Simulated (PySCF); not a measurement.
**Rotational lines of InF**

Lines J+1 ← J of the vibrational ground state, computed from RHF-CCSD(T) constants of InF, ¹Σ⁺ (singlet), closed shell (basis In def2-SVP with ECP28, F def2-SVP; scalar-relativistic core potentials; PySCF 2.14; masses 114.9039 and 18.9984 u), in MHz:

| J | ν (MHz) |
| --- | --- |
| 0 | 15517.5 |
| 1 | 31034.9 |
| 2 | 46552.0 |
| 3 | 62068.6 |
| 4 | 77584.6 |

**Question.** Find B0 and the effective bond length r0; with αe = 0.00155 cm⁻¹, find Re.

**Answer.** ν = 2B0(J+1) − 4D(J+1)³ gives B0 = 0.25880 cm⁻¹. With the reduced mass μred = 16.303 u, r0 = √(16.8576/(μred·B0)) (u, cm⁻¹, Å) = 1.9989 Å. Be = B0 + αe/2 = 0.25958 cm⁻¹ gives Re = 1.996 Å.

Correlated steps freeze 5 core orbitals. Correlated levels converge slowly with the basis: in double zeta they bind strong bonds too weakly, by up to about 1 eV, and carry superposition errors of some tenths. Spin–orbit coupling is left out, which matters for elements this heavy, above all for dissociation energies. Where the molecule has an RHF reference, its open-shell atoms are computed with UHF.
